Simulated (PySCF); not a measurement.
## A small calculation by hand: chemical shift, span and skew from a shielding tensor

B(CCH)(OH)2 (C2H3BO2), SMILES C#CB(O)O. Atoms are numbered in the order given.

```xyz
8

B      0.0000     0.0000    -0.5066
C      0.0000     0.0000     1.0446
C      0.0000     0.0000     2.2612
H      0.0000     0.0000     3.3369
O      0.0000     1.1584    -1.2100
H      0.0000     1.9314    -0.6392
O      0.0000    -1.1584    -1.2100
H      0.0000    -1.9314    -0.6392
```
Charge 0, spin multiplicity 1.

Geometry: PBE0-D3(BJ)/def2-SVP. Other conformers were not sampled.

GIAO shieldings from B3LYP/pcSseg-1 in PySCF, non-relativistic, no solvent. The symmetric part of the tensor of C3 has the principal values 4.0, 14.4, 242.6 ppm. The same nucleus in TMS has σ = 181.3 ppm at this level (PySCF, at its B3LYP-D3(BJ)/def2-TZVP geometry).

Work out the isotropic shielding, the ¹³C shift against TMS, the span and the skew.


σ(iso) = (σ11 + σ22 + σ33)/3 = 87.0 ppm. δ = σ(ref) − σ(iso) = 181.3 − (87.0) = 94.3 ppm.
Span Ω = σ33 − σ11 = 238.6 ppm. Skew κ = 3(σ(iso) − σ22)/Ω = 0.91. Tumbling in solution averages the tensor to δ; in a static solid the shielding alone would spread this spin-1/2 line over Ω.
